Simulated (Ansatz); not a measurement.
Isomers of CuAg4⁺ (singlet), relaxed with PBE-D4/def2-SVP; total energies from Ansatz at B2PLYP/def2-TZVP.

```csv
isomer,description,energy (Eh)
A,point group not assigned; 4 × Ag–Ag 2.64 to 2.76 Å; 2 × Ag–Cu 2.45 to 2.53 Å,-2227.49447
B,point group not assigned; 4 × Ag–Ag 2.64 to 2.76 Å; 2 × Ag–Cu 2.45 to 2.53 Å,-2227.49467
C,point group not assigned; 4 × Ag–Ag 2.64 to 2.76 Å; 2 × Ag–Cu 2.45 to 2.52 Å,-2227.49342
```

In the def2 sets Ag takes a core potential; there is no spin–orbit coupling. Correlated methods freeze 9 core orbitals; core or outer-core shells of Ag are correlated, in sets that lack core-valence functions.

A: The test of the restricted singlet for broken spin symmetry was undecided. B: The test of the restricted singlet for broken spin symmetry was undecided. C: The test of the restricted singlet for broken spin symmetry was undecided.

The isomers come from a short search, and lower ones may exist.

Q: Work out the relative energies (1 Eh = 2625.5 kJ/mol) and the Boltzmann populations at 500 K from electronic energies alone (R = 8.314 J/mol/K).

A: ΔE: A 0.5, B 0.0, C 3.3 kJ/mol. RT = 4.16 kJ/mol. Factors exp(−ΔE/RT): A 0.887, B 1, C 0.452; sum 2.339. Populations: A 37.9 %, B 42.8 %, C 19.3 %. Zero-point energy, vibrational entropy and symmetry numbers are left out and can shift these; an error of 4 kJ/mol changes a ratio by a factor of 2.6. Over the other density-functional and correlated levels in def2 sets, the gap between B and A ranges from 0 to 1 kJ/mol.
